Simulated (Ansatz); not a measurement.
A nudged elastic band was laid between two geometries of Cl2H2Si + H3N (9 atoms, charge 0, multiplicity 1).

Method: Ansatz 0.2.0, RKS B3LYP-D4/def2-SVP.

```json
{"movable images": "9", "climbing image": "yes", "spring": "5.0 eV/Å²", "optimiser": "quadratic models (default)", "start path": "through a guess of the saddle point", "force threshold": "0.05 eV/Å", "iteration limit": "60", "end points": "relaxed"}
```

First end point:

```xyz
9
Properties=species:S:1:pos:R:3
Si -0.508 -1.177 -0.417
H 0.971 -1.225 -0.435
Cl -1.213 -2.966 -1.178
Cl -1.162 -0.966 1.539
H -1.069 -0.079 -1.234
H 1.594 1.171 0.416
N 0.841 1.850 0.520
H 0.166 1.455 1.173
H 0.381 1.938 -0.384
```

Last end point:

```xyz
9
Properties=species:S:1:pos:R:3
Si -1.191 -0.209 -0.193
H 2.924 -0.583 0.556
Cl -0.216 -1.736 -1.229
Cl -1.699 -0.993 1.650
H -2.391 0.151 -0.974
H 2.344 -0.811 0.117
N -0.239 1.184 0.067
H 0.551 1.161 0.705
H -0.083 1.835 -0.699
```

Question: Which bonds break or form, and what moves?

Answer: Bonds broken: Si1–H2, H6–N7. Bonds formed: Si1–N7, H2–H6. Cl2H2Si + H3N becomes Cl2H3NSi + H2.

Question: Give the energies along the band, and the barrier.

Answer: The run converged. The highest image is number 5 of 0 to 10, 171.0 kJ/mol above the first end and 209.0 kJ/mol above the last; the last end lies 38.0 kJ/mol below the first. Neighbouring images differ by up to 1.5 eV, so the band resolves the path poorly. A vibrational analysis at the climbing image gives one clearly imaginary mode, 1507i cm⁻¹: a first-order saddle point. The orbitals stay closed-shell, which can raise the energy where a bond breaks towards radicals; this wasn't checked here.

```tsv
image	path coordinate (Å)	energy (kJ/mol)	Si1–H2 (Å)	H6–N7 (Å)	Si1–N7 (Å)
0	0.00	0.0	1.48	1.02	3.44
1	0.88	4.2	1.48	1.02	3.46
2	1.75	12.5	1.48	1.02	3.41
3	2.63	22.6	1.48	1.02	2.53
4	3.50	53.5	1.51	1.02	2.11
5	4.38	171.0	1.81	1.28	1.89
6	5.18	28.5	2.46	1.93	1.73
7	5.97	-27.6	3.23	2.47	1.71
8	6.77	-34.5	3.94	2.69	1.71
9	7.57	-36.2	4.04	3.02	1.71
10	8.36	-38.0	4.20	3.26	1.71
```

Question: What is the geometry of the highest image?

Answer: 
```xyz
9
Properties=species:S:1:pos:R:3:forces:R:3
Si -0.528 -0.537 -0.077 -0.01 0.00 0.00
H 1.154 -0.972 0.429 0.00 0.00 0.00
Cl -0.149 -1.704 -1.773 0.00 0.00 0.00
Cl -1.112 -1.260 1.799 0.00 0.00 0.00
H -1.848 0.010 -0.502 0.00 0.00 0.00
H 1.228 0.093 0.313 -0.01 0.00 0.00
N 0.465 1.070 -0.007 0.01 -0.01 0.00
H 0.187 1.742 0.714 0.00 0.00 0.00
H 0.602 1.560 -0.895 0.00 0.00 0.00
```

The run took 2.1 min on 2 threads of AMD EPYC 9R45 96-Core Processor (Zen 5), on a shared host, peak memory 0.21 GiB.
